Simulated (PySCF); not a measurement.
Al(H)2(OH) (AlH3O), SMILES [OH][AlH2].

Coordinates come from a PBE0-D3(BJ)/def2-TZVP optimisation. The geometry has at least one imaginary mode, so it is a saddle point at that level.

Vertical ionisation energy (IE) and electron affinity (EA) in eV. Rows of orbital energies are one-electron estimates. Where ΔSCF, EOM or ADC give a negative EA the extra electron is unbound and the value depends on the basis.

```tsv
level	IE	EA
−ε(HOMO), −ε(LUMO), M06-2X/def2-TZVPD (PySCF)	?	?
−ε(HOMO), −ε(LUMO), PBE0/def2-TZVPD (PySCF)	8.01	0.87
ADC(2)/aug-cc-pVDZ (PySCF)	10.12	-0.51
```

**Question.** Complete the blanks. (An estimate is asked for; the answer gives what the named calculation found.)

**Answer.** 
- −ε(HOMO), −ε(LUMO), M06-2X/def2-TZVPD (PySCF), IE: 9.25
- −ε(HOMO), −ε(LUMO), M06-2X/def2-TZVPD (PySCF), EA: 0.36

**Question.** Beyond the first one, list the lowest photoelectron lines from ADC(2)/aug-cc-pVDZ (PySCF) with their pole strengths (two spins summed). (Estimate from the structure and the level; the computed values follow.)

**Answer.** 11.01 eV (1.74), 11.83 eV (1.83), 13.39 eV (1.86), 17.34 eV (1.75).
